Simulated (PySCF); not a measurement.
# Electron correlation in Sn³⁷⁺ (tin, charge +37)

[Ne] 3s2 3p1, 2P determinant. Computed with PySCF 2.14 in an uncontracted even-tempered set (18 s from 5.9 bohr⁻², ratio 2.5; 12 p from 7.7 bohr⁻², ratio 2.5; 4 d from 32 bohr⁻², ratio 2.7; 4 f from 48 bohr⁻², ratio 2.7), with the spin-free X2C one-electron Hamiltonian (Gaussian nucleus). Frozen: 1s2; 11 electrons correlated; the 21 highest virtual orbitals of each spin left out.

```csv
level,correlation energy (mhartree)
CCSD,-499.79
(T),-1.13
CCSD(T),-500.92
```

Diagnostics: T1 = 0.00080, D1 = 0.0035, largest double amplitude 0.059.

Spin-orbit coupling, absent here, splits the open shell strongly.

Cost of the coupled-cluster step: about 50 core-seconds, for 11 correlated electrons.

At this charge the one-electron X2C treatment keeps the bare 1/r₁₂, with no two-electron picture change or Breit term. The effect here is smaller than on the frozen 1s shell; and a scalar Hamiltonian misses the large spin-orbit splitting of the p shells, which matters for ns² → np² pairs.
